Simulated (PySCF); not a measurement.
# Excitation energy of Zn by level of theory

Zn [Ar] 3d10 4s2 (1S) → Zn [Ar] 3d9 4s2 4p1 (high-spin determinant), as a difference of total energies. Computed with PySCF 2.14 in dyall-av2z (16s12p7d2f, 101 functions), with no relativity, point nucleus. Correlated levels: valence: [Ar] frozen; virtual orbitals above 40 to 60 times the deepest correlated orbital energy dropped. The calculations carry no spin-orbit coupling.

```tsv
method	excitation energy (eV)
UHF	9.424
LDA	12.471
PBE	11.917
PBE0	11.407
r2SCAN	11.450
r2SCAN0	11.095
PBEsol	12.080
CAM-B3LYP	11.530
B2PLYP	11.622
MP2 (valence)	11.971
SCS-MP2 (valence)	11.668
```

Task: How much does correlation contribute at MP2 (valence)?

Result: 11.971 − (9.424) = 2.547 eV, measured against UHF.

A first-order spin-orbit estimate (lowest level to lowest level, LS coupling) adds -0.111 eV.

The upper state lies above the first ionisation limit, where it may autoionise and the basis confines it.

The determinant of the upper state mixes LS terms, which raises its energy above the lowest term, most at the Hartree-Fock and MP2 levels.
